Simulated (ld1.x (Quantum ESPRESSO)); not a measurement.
## Building the TM potential for thallium (Tl) (PBE, scalar-relativistic).

ld1.x (Quantum ESPRESSO) 7.5 was run on this input:

```
&input
   title='Tl', zed=81., rel=1, dft='PBE', iswitch=3,
   config='[Xe] 4f14 5d10 6s2 6p0',
   nld=2, rlderiv=2.95, eminld=-3.0, emaxld=5.0, deld=0.02
 /
 &inputp
   pseudotype=2, tm=.true., lloc=-1, rcloc=1.95,
   nlcc=.true., rcore=1.40,
   file_pseudopw='Tl.UPF', file_wfcaegen='ae.wfc', file_wfcncgen='nc.wfc', file_beta='beta', file_chi='chi'
 /
2
6S  1  0   2.00   0.00  2.20  2.20  0.0
6P  2  1   0.00   0.00  2.70  2.70  0.0
 &test
   configts(1)='6s2 6p0'
 /
```

Command:

```bash
ld1.x < Tl.in > Tl.out
```

The program printed (shortened: banner, matrices, multipoles, cross overlaps and the repeated all-electron block are left out):

```
Program LD1 v.7.5
     --------------------------- All-electron run ----------------------------

     Tl
     scalar relativistic calculation

     atomic number is 81.00
     dft =PBE   lsd =0 sic =0 latt =0  beta=0.20 tr2=1.0E-14
     Exchange-correlation= PBE
                           (   1   4   3   4   0   0   0)
     mesh =1281 r(mesh) = 100.03807 a.u. xmin = -7.00 dx = 0.01250
     1 Ry =  13.60569312 eV, c = 137.03599908

     n l     nl                  e(Ry)          e(Ha)          e(eV)
     1 0     1S 1( 2.00)     -6294.8696     -3147.4348    -85646.0645
     2 0     2S 1( 2.00)     -1121.2117      -560.6059    -15254.8626
     2 1     2P 1( 6.00)      -964.2109      -482.1054    -13118.7571
     3 0     3S 1( 2.00)      -268.0316      -134.0158     -3646.7553
     3 1     3P 1( 6.00)      -222.8557      -111.4279     -3032.1067
     4 0     4S 1( 2.00)       -60.2393       -30.1197      -819.5975
     4 1     4P 1( 6.00)       -45.4349       -22.7175      -618.1734
     3 2     3D 1(10.00)      -176.1119       -88.0559     -2396.1241
     5 0     5S 1( 2.00)       -10.1634        -5.0817      -138.2806
     5 1     5P 1( 6.00)        -6.1289        -3.0645       -83.3883
     4 2     4D 1(10.00)       -28.0985       -14.0493      -382.3002
     4 3     4F 1(14.00)        -8.9156        -4.4578      -121.3027
     5 2     5D 1(10.00)        -1.6724        -0.8362       -22.7546
     6 0     6S 1( 2.00)        -1.1987        -0.5993       -16.3086
     6 1     6P 1( 0.00)        -0.6020        -0.3010        -8.1901

     final scf error:  8.2E-15 reached in  26 iterations

     Etot =  -40491.520765 Ry,  -20245.760383 Ha, -550915.205617 eV

     Ekin =   45623.962143 Ry,   22811.981071 Ha,  620745.627970 eV
     Encl = -100957.463885 Ry,  -50478.731942 Ha,-1373596.272090 eV
     Eh   =   15598.280024 Ry,    7799.140012 Ha,  212225.411248 eV
     Exc  =    -756.299047 Ry,    -378.149524 Ha,  -10289.972745 eV

     normalization and overlap integrals

     s(1S/1S) =  1.000000  <r> =   0.0163  <r2> =    0.0004  r(max) =   0.0100
     s(2S/2S) =  1.000000  <r> =   0.0687  <r2> =    0.0056  r(max) =   0.0582
     s(2P/2P) =  1.000000  <r> =   0.0623  <r2> =    0.0048  r(max) =   0.0482
     s(3S/3S) =  1.000000  <r> =   0.1775  <r2> =    0.0361  r(max) =   0.1642
     s(3P/3P) =  1.000000  <r> =   0.1793  <r2> =    0.0373  r(max) =   0.1642
     s(4S/4S) =  1.000000  <r> =   0.3916  <r2> =    0.1730  r(max) =   0.3699
     s(4P/4P) =  1.000000  <r> =   0.4176  <r2> =    0.1981  r(max) =   0.3889
     s(3D/3D) =  1.000000  <r> =   0.1624  <r2> =    0.0309  r(max) =   0.1327
     s(5S/5S) =  1.000000  <r> =   0.8771  <r2> =    0.8623  r(max) =   0.8030
     s(5P/5P) =  1.000000  <r> =   1.0077  <r2> =    1.1469  r(max) =   0.9099
     s(4D/4D) =  1.000000  <r> =   0.4398  <r2> =    0.2233  r(max) =   0.3938
     s(4F/4F) =  1.000000  <r> =   0.4677  <r2> =    0.2629  r(max) =   0.3563
     s(5D/5D) =  1.000000  <r> =   1.3826  <r2> =    2.2419  r(max) =   1.1113
     s(6S/6S) =  1.000000  <r> =   2.3881  <r2> =    6.4573  r(max) =   2.0504
     s(6P/6P) =  1.000000  <r> =   3.2656  <r2> =   12.1882  r(max) =   2.6995

     ------------------------ End of All-electron run ------------------------

     --------------------- Generating NC pseudopotential ---------------------

      Generating local potential from pseudized AE potential:
      Matching radius rcloc =   1.9500

      Local pseudo, rcloc= 1.926 Estimated cut-off energy=     6.57 Ry

      Computing core charge for nlcc:

       r > 1.41 : true rho core
       r < 1.41 : rho core = a sin(br)/r    a=  13.46  b=   1.81

      Integrated core pseudo-charge :  15.96

      Wfc   6S  rcut= 2.183  Using Troullier-Martins method

      Wfc   6P  rcut= 2.733  Using Troullier-Martins method

     ------------------- End of pseudopotential generation -------------------

     Computing logarithmic derivative in   2.96483
     Computing logarithmic derivative in   2.96483
     Computing the partial wave expansion
     R is outside the sphere for l=    0 j= 0.00
     R is outside the sphere for l=    1 j= 0.00

     ---------------------- Testing the pseudopotential ----------------------

     Tl
     scalar relativistic calculation

     atomic number is 81.00   valence charge is  3.00
     dft =PBE   lsd =0 sic =0 latt =0  beta=0.20 tr2=1.0E-14
     mesh =1281 r(mesh) = 100.03807 xmin = -7.00 dx = 0.01250

     n l     nl             e AE (Ry)        e PS (Ry)    De AE-PS (Ry)
     1 0     6S   1( 2.00)       -1.19866       -1.19867        0.00000
     2 1     6P   1( 0.00)       -0.60196       -0.60196        0.00000

     eps = 3.4E-15  iter =  3

     Etot =  -40491.520765 Ry,  -20245.760383 Ha, -550915.205617 eV
     Etotps =   -26.438571 Ry,     -13.219285 Ha,    -359.715078 eV

     Ekin =       1.032673 Ry,       0.516336 Ha,      14.050226 eV
     Encl =      -6.186243 Ry,      -3.093122 Ha,     -84.168131 eV
     Ehrt =       1.505005 Ry,       0.752503 Ha,      20.476637 eV
     Ecxc =     -24.231131 Ry,     -12.115566 Ha,    -329.681334 eV
     (Ecc =     -22.622715 Ry,     -11.311358 Ha,    -307.797723 eV)
     Epseu=       1.441126 Ry,       0.720563 Ha,      19.607524 eV

     ---------------------- End of pseudopotential test ----------------------
```

Note: ghost states, extra bound levels that the all-electron valence spectrum of the same l lacks: s at -31.8 eV, d at -8.0 eV. A true bound ghost makes a file unfit for plane-wave use.

Generation and configuration tests took about 2.1 s on one core of a shared server CPU.

Transferability test of the new file with ld1.x, input:

```
&input
   title='Tl', zed=81., rel=1, dft='PBE', iswitch=2,
   config='[Xe] 4f14 5d10 6s2 6p0'
 /
 &test
   file_pseudo='Tl.UPF', nconf=8,
   configts(1)='6s2 6p0',
   configts(2)='6s2 6p1',
   configts(3)='6s1 6p0',
   configts(4)='6s2 6p0.5',
   configts(5)='6s2 6p1.3',
   configts(6)='6s0 6p3',
   configts(7)='6s1 6p2',
   configts(8)='6s1 6p1'
 /
```

```bash
ld1.x < Tl.test.in > Tl.test.out
```

Pseudopotential blocks of its output, shortened (energy terms left out):

```
     ---------------------- Testing the pseudopotential ----------------------

     n l     nl             e AE (Ry)        e PS (Ry)    De AE-PS (Ry)
     1 0     6S   1( 2.00)       -1.19866       -1.19867        0.00000
     2 1     6P   1( 0.00)       -0.60196       -0.60196        0.00000

     eps = 5.6E-15  iter =  3

     Etot =  -40491.520765 Ry,  -20245.760383 Ha, -550915.205617 eV
     Etotps =   -26.438570 Ry,     -13.219285 Ha,    -359.715069 eV

     ---------------------- End of pseudopotential test ----------------------

          ---------------------- Testing the pseudopotential ----------------------

     n l     nl             e AE (Ry)        e PS (Ry)    De AE-PS (Ry)
     1 0     6S   1( 2.00)       -0.70160       -0.69514       -0.00646  !
     2 1     6P   1( 1.00)       -0.17421       -0.17215       -0.00206

     eps = 9.2E-16  iter =  7

     Etot =  -40491.900530 Ry,  -20245.950265 Ha, -550920.372580 eV
     Etotps =   -26.816694 Ry,     -13.408347 Ha,    -364.859705 eV
     dEtot_ae =      -0.379765 Ry
     dEtot_ps =      -0.378124 Ry,   Delta E=      -0.001641 Ry

     ---------------------- End of pseudopotential test ----------------------

          ---------------------- Testing the pseudopotential ----------------------

     n l     nl             e AE (Ry)        e PS (Ry)    De AE-PS (Ry)
     1 0     6S   1( 1.00)       -1.86485       -1.89903        0.03418  !
     2 1     6P   1( 0.00)       -1.17805       -1.20045        0.02240  !

     eps = 1.5E-16  iter =  5

     Etot =  -40489.993497 Ry,  -20244.996748 Ha, -550894.426072 eV
     Etotps =   -24.894686 Ry,     -12.447343 Ha,    -338.709465 eV
     dEtot_ae =       1.527268 Ry
     dEtot_ps =       1.543883 Ry,   Delta E=      -0.016615 Ry

     ---------------------- End of pseudopotential test ----------------------

          ---------------------- Testing the pseudopotential ----------------------

     n l     nl             e AE (Ry)        e PS (Ry)    De AE-PS (Ry)
     1 0     6S   1( 2.00)       -0.93669       -0.93180       -0.00490
     2 1     6P   1( 0.50)       -0.37588       -0.37365       -0.00223

     eps = 3.4E-17  iter =  7

     Etot =  -40491.764317 Ry,  -20245.882159 Ha, -550918.519309 eV
     Etotps =   -26.681571 Ry,     -13.340785 Ha,    -363.021266 eV
     dEtot_ae =      -0.243552 Ry
     dEtot_ps =      -0.243001 Ry,   Delta E=      -0.000551 Ry

     ---------------------- End of pseudopotential test ----------------------

          ---------------------- Testing the pseudopotential ----------------------

     n l     nl             e AE (Ry)        e PS (Ry)    De AE-PS (Ry)
     1 0     6S   1( 2.00)       -0.57967       -0.57358       -0.00609  !
     2 1     6P   1( 1.30)       -0.07037       -0.06919       -0.00118

     eps = 2.8E-15  iter = 12

     Etot =  -40491.936806 Ry,  -20245.968403 Ha, -550920.866143 eV
     Etotps =   -26.852486 Ry,     -13.426243 Ha,    -365.346682 eV
     dEtot_ae =      -0.416041 Ry
     dEtot_ps =      -0.413916 Ry,   Delta E=      -0.002125 Ry

     ---------------------- End of pseudopotential test ----------------------

          ---------------------- Testing the pseudopotential ----------------------

     n l     nl             e AE (Ry)        e PS (Ry)    De AE-PS (Ry)
     1 0     6S   1( 0.00)       -0.87242       -0.88375        0.01132  !
     2 1     6P   1( 3.00)       -0.28501       -0.28672        0.00170

     eps = 9.1E-16  iter =  8

     Etot =  -40490.782601 Ry,  -20245.391300 Ha, -550905.162377 eV
     Etotps =   -25.691914 Ry,     -12.845957 Ha,    -349.556299 eV
     dEtot_ae =       0.738165 Ry
     dEtot_ps =       0.746656 Ry,   Delta E=      -0.008491 Ry

     ---------------------- End of pseudopotential test ----------------------

          ---------------------- Testing the pseudopotential ----------------------

     n l     nl             e AE (Ry)        e PS (Ry)    De AE-PS (Ry)
     1 0     6S   1( 1.00)       -0.79315       -0.79687        0.00372
     2 1     6P   1( 2.00)       -0.23323       -0.23332        0.00009

     eps = 3.7E-15  iter =  7

     Etot =  -40491.356445 Ry,  -20245.678223 Ha, -550912.969925 eV
     Etotps =   -26.272689 Ry,     -13.136345 Ha,    -357.458148 eV
     dEtot_ae =       0.164320 Ry
     dEtot_ps =       0.165881 Ry,   Delta E=      -0.001560 Ry

     ---------------------- End of pseudopotential test ----------------------

          ---------------------- Testing the pseudopotential ----------------------

     n l     nl             e AE (Ry)        e PS (Ry)    De AE-PS (Ry)
     1 0     6S   1( 1.00)       -1.29043       -1.30257        0.01213  !
     2 1     6P   1( 1.00)       -0.66987       -0.67515        0.00529  !

     eps = 8.6E-15  iter =  7

     Etot =  -40490.912387 Ry,  -20245.456194 Ha, -550906.928209 eV
     Etotps =   -25.826455 Ry,     -12.913227 Ha,    -351.386821 eV
     dEtot_ae =       0.608378 Ry
     dEtot_ps =       0.612115 Ry,   Delta E=      -0.003737 Ry

     ---------------------- End of pseudopotential test ----------------------
```
